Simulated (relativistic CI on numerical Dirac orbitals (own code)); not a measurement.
# Ti2+ in a cubic cluster: 3s photoemission with charge transfer

Computed with a charge-transfer multiplet model of a cubic metal-ligand cluster with up to 2 ligand holes, Slater and spin-orbit integrals from Dirac-Coulomb-Breit ions, Slater integrals scaled by 0.8. The parameters are those of a tetrahedral site (10Dq negative, t2 hopping the larger). The ground state mixes d2 with configurations of k ligand holes L, whose averages lie at kΔ + k(k − 1)U_dd/2; a core hole lowers each added d electron by U_cd. 20 K, Lorentzian 1.4 eV and Gaussian 0.8 eV FWHM.

Atomic integrals in eV (Slater integrals scaled, ζ unscaled), ground: F2dd 6.578, F4dd 4.090, zeta_d 0.013; with the core hole: F2dd 7.636, F4dd 4.793, zeta_d 0.018, G2cd 7.900.

Cluster parameters (eV): Δ = 5, U_cd = 5.6, 10Dq = -0.15, 10Dq(ligand) = 0, V(eg) = 0.75, V(t2g) = -1.27, final-state hopping factor = 1.

```tsv
Case	n_d	d2	d3L	d4L2	S
U_dd = 2.8 eV	2.30	0.73	0.25	0.02	1.00
U_dd = 3.5 eV	2.29	0.73	0.25	0.02	1.00
U_dd = 4.9 eV	2.28	0.74	0.25	0.02	1.00
```

Weights, n_d and S are thermal averages at 20 K. Binding energies count from the first peak over 30 % of the highest in each spectrum, which can be another peak from case to case. The parameters are a model scan and need not match a compound or its usual spin state. Peaks in eV (height, largest 100):
- U_dd = 2.8 eV: 0.0 (100), 4.0 (68), 6.3 (72), 11.2 (23)
- U_dd = 3.5 eV: 0.0 (100), 4.1 (66), 6.2 (67), 11.3 (21)
- U_dd = 4.9 eV: 0.0 (100), 4.3 (63), 6.2 (61), 11.4 (19)

For the case U_dd = 4.9 eV, Δ = 5 eV is larger than U_dd = 4.9 eV, the Mott-Hubbard side of the Zaanen-Sawatzky-Allen scheme. With the core hole the average of the configuration with one ligand hole lies at Δ − U_cd = -0.6 eV before mixing: the effective hopping of about 3.2 eV (from the holes of the mixed ground state) is comparable with this gap or larger, so the configurations mix strongly.

Without intra-shell correlation the exchange splitting of the 3s hole comes out too large.
